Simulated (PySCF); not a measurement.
A structure optimised at PBE-D3(BJ)/def2-SVP, used in a PySCF frequency run:

```
Si
O 1 1.6762
H 2 0.9744 1 115.60
H 1 1.5060 2 111.31 3 51.15
Cl 1 2.0977 4 105.49 2 120.65
Si 1 2.3419 4 114.97 2 -121.42
H 6 1.5033 1 108.90 4 -176.59
H 6 1.5044 7 109.30 1 -118.62
H 6 1.5049 7 109.61 8 -119.52
```

Problem. Write its SMILES and formula.

Solution. O[Si@@H]([SiH3])Cl, ClH₅OSi₂

Problem. What are its rotational constants (standard atomic weights)?

Solution. 4.0602, 2.1486, 1.5437 GHz
